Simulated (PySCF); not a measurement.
Two species compared at the same levels of theory.

First species: BH2(SiH3).
SMILES: `[H]B([H])[SiH3]`

Second species: C₃H₇NOSi.
Cartesian coordinates in Å at the PBE0-D3(BJ)/def2-SVP level; atoms count from 1:
```xyz
13
C3H7NOSi angstrom
C      2.100    0.511    0.745
C      1.138   -0.421    0.710
Si     0.035   -0.724   -0.774
C     -1.715    0.057   -0.513
N     -1.856    0.932    0.514
O     -2.616   -0.230   -1.278
H      2.331    1.133   -0.127
H      2.708    0.690    1.639
H      0.965   -1.014    1.619
H      0.633   -0.075   -1.978
H     -0.172   -2.180   -1.013
H     -1.080    1.160    1.121
H     -2.753    1.384    0.659
```

Levels: CAM-B3LYP/def2-SVPD for dipole moment, HOMO energy, LUMO energy, HOMO–LUMO gap, static isotropic polarisability and electronic spatial extent ⟨r²⟩ about the centre of nuclear charge; TDDFT CAM-B3LYP/def2-SVPD for lowest singlet excitation; PBE0-D3(BJ)/def2-SVP for rotational constant A and rotational constant C. Geometries: PBE0-D3(BJ)/def2-SVP. Each species is one conformer at its optimised geometry, gas phase, non-relativistic unless stated; the electronic structure was computed with PySCF and density fitting.

Dipoles, sizes and rotational constants follow the conformer. The torsions of the flexible species, by atom-mapped SMILES:
- `[CH2:1]=[CH:2][SiH2:3][C:4]([NH2:5])=[O:6]`: C1–C2–Si3–C4 -102°, C2–Si3–C4–N5 13°, H–N5–C4–Si3 0°, H–N5–C4–Si3 178°

Which has the higher rotational constant C?

The first: 10.199 GHz against 1.387 GHz, a difference of 8.812 GHz.

Which has the higher dipole moment?

The second: 4.51 D against 0.36 D, a difference of 4.15 D.

Which of the two has the higher LUMO energy, and by how much?

The second: 0.17 eV against -1.31 eV, a difference of 1.48 eV.

Which has the higher ⟨r²⟩?

The second: 864 bohr² against 179 bohr², a difference of 685 bohr².

Which has the higher HOMO energy?

The second: -8.35 eV against -9.85 eV, a difference of 1.50 eV.

Which has the higher rotational constant A?

The first: 62.710 GHz against 5.600 GHz, a difference of 57.110 GHz.

Which has the higher S1 energy?

The second: 4.82 eV against 4.27 eV, a difference of 0.55 eV.

Which has the higher static isotropic polarisability?

The second: 76.7 au against 46.3 au, a difference of 30.4 au.

On the first: The dipole matches unit charges of opposite sign 0.07 Å apart (1 e·Å = 4.8032 D). The 10 singlets span 4.27 to 9.29 eV, and their oscillator strengths add up to 0.66.

On the second: The polarisability is 11.37 Å³ as a volume (1 au = 0.148185 Å³), or 1.42 au for each of the 54 electrons. In wavenumbers S1 is 38900 cm⁻¹ (1 eV = 8065.54 cm⁻¹).
